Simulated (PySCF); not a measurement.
Isomers of C5H16N2OSi, mass 148.103 u with the commonest isotopes. Computed with PBE0/pcSseg-1 in PySCF (dipole) on a GFN2-xTB geometry, gas phase. One conformer each, none proved a minimum here; rigid rotors.

Task: Order these by radius of gyration √(Σ m r²/M), largest first.
A. `[CH3:1][CH2:2][C@@H:3]([CH2:4][OH:5])[Si@@H:6]([NH2:7])[NH:8][CH3:9]` with C1–C2–C3–C4 73°, C2–C3–C4–O5 76°, C3–C4–O5–H -54°, C2–C3–Si6–N7 -50°, C3–Si6–N7–H 153° and -73°
B. `[CH3:1][CH2:2][CH2:3][CH2:4][NH:5][Si@@:6]([CH3:7])([NH2:8])[OH:9]` with C1–C2–C3–C4 178°, C2–C3–C4–N5 -179°, C3–C4–N5–Si6 81°, C4–N5–Si6–C7 178°, N5–Si6–N8–H 140° and -85°
C. `[CH3:1][CH2:2][C@@H:3]([O:4][CH3:5])[Si@H:6]([NH2:7])[NH:8][CH3:9]` with C1–C2–C3–O4 -58°, C2–C3–O4–C5 -71°, C2–C3–Si6–N7 42°, C3–Si6–N7–H -49° and 173°, C3–Si6–N8–C9 -178°

Result: B (2.576 Å), A (2.304 Å), C (2.235 Å).

Task: Order these by out-of-plane moment Σ m c² = (Ia + Ib − Ic)/2, largest first.
A. `[CH3:1][CH2:2][C@@H:3]([CH2:4][OH:5])[Si@@H:6]([NH2:7])[NH:8][CH3:9]` with C1–C2–C3–C4 73°, C2–C3–C4–O5 76°, C3–C4–O5–H -54°, C2–C3–Si6–N7 -50°, C3–Si6–N7–H 153° and -73°
B. `[CH3:1][CH2:2][CH2:3][CH2:4][NH:5][Si@@:6]([CH3:7])([NH2:8])[OH:9]` with C1–C2–C3–C4 178°, C2–C3–C4–N5 -179°, C3–C4–N5–Si6 81°, C4–N5–Si6–C7 178°, N5–Si6–N8–H 140° and -85°
C. `[CH3:1][CH2:2][C@@H:3]([O:4][CH3:5])[Si@H:6]([NH2:7])[NH:8][CH3:9]` with C1–C2–C3–O4 -58°, C2–C3–O4–C5 -71°, C2–C3–Si6–N7 42°, C3–Si6–N7–H -49° and 173°, C3–Si6–N8–C9 -178°

Result: C (115.95 u·Å²), B (82.25 u·Å²), A (63.43 u·Å²).

Task: Order these by rotational constant C, smallest first.
A. `[CH3:1][CH2:2][CH2:3][CH2:4][NH:5][Si@@:6]([CH3:7])([NH2:8])[OH:9]` with C1–C2–C3–C4 178°, C2–C3–C4–N5 -179°, C3–C4–N5–Si6 81°, C4–N5–Si6–C7 178°, N5–Si6–N8–H 140° and -85°
B. `[CH3:1][CH2:2][C@@H:3]([O:4][CH3:5])[Si@H:6]([NH2:7])[NH:8][CH3:9]` with C1–C2–C3–O4 -58°, C2–C3–O4–C5 -71°, C2–C3–Si6–N7 42°, C3–Si6–N7–H -49° and 173°, C3–Si6–N8–C9 -178°
C. `[CH3:1][CH2:2][C@@H:3]([CH2:4][OH:5])[Si@@H:6]([NH2:7])[NH:8][CH3:9]` with C1–C2–C3–C4 73°, C2–C3–C4–O5 76°, C3–C4–O5–H -54°, C2–C3–Si6–N7 -50°, C3–Si6–N7–H 153° and -73°

Result: A (561.3 MHz), C (699.5 MHz), B (810.0 MHz).

```json
{"SMILES": "CC[C@@H](OC)[Si@H](N)NC", "point group": "C1", "Ia (u·Å²)": "296.70", "Ib (u·Å²)": "559.15", "Ic (u·Å²)": "623.95", "κ": "-0.79", "μa (D)": "0.11", "μb (D)": "0.29", "μc (D)": "0.71"}
{"SMILES": "CC[C@@H](CO)[Si@@H](N)NC", "point group": "C1", "Ia (u·Å²)": "279.82", "Ib (u·Å²)": "569.48", "Ic (u·Å²)": "722.44", "κ": "-0.66", "μa (D)": "0.86", "μb (D)": "1.24", "μc (D)": "0.08"}
{"SMILES": "CCCCN[Si@@](C)(N)O", "point group": "C1", "Ia (u·Å²)": "195.09", "Ib (u·Å²)": "869.81", "Ic (u·Å²)": "900.41", "κ": "-0.98", "μa (D)": "0.41", "μb (D)": "0.27", "μc (D)": "1.04"}
```
